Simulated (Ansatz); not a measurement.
# BrF (bromine fluoride): a line through the functionals

The species is BrF (2 atoms), meant as a singlet with charge 0. SMILES: `FBr`. The shape is that of a PBE0-D4/def2-TZVP optimisation.

The HOMO–LUMO gap y, in eV, basis cc-pVTZ; a is the functional's share of exact exchange. Programs: Ansatz 0.2.0.

| functional | program | a | y (eV) |
| --- | --- | --- | --- |
| r2SCAN | Ansatz | 0 | 3.38 |
| BLYP | Ansatz | 0 | 2.88 |
| B3LYP | Ansatz | 0.2 | ? |
| PBE0 | Ansatz | 0.25 | 5.54 |
| r2SCAN0 | Ansatz | 0.25 | 5.84 |
| BHLYP | Ansatz | 0.5 | 8.08 |

Q: Fit y = c + s·a to the known rows and predict B3LYP.

A: 
1. Means of the 5 rows: a = 0.2000, y = 5.144.
2. Σ(Δa)² = 0.175, Σ(Δa·Δy) = 1.741, so the slope is 1.741/0.175 = 9.9486.
3. Intercept: 5.144 − (9.9486) × 0.2000 = 3.154. The largest residual of the fit is 0.27.
4. B3LYP: 3.154 + (9.9486) × 0.2 = 5.14 eV.

The run gave 4.97 eV, so the prediction is off by +0.17 eV, within the scatter of the fit. Exact exchange lowers occupied levels and raises empty ones. The rows mix families of semi-local functionals, which the line can't see.
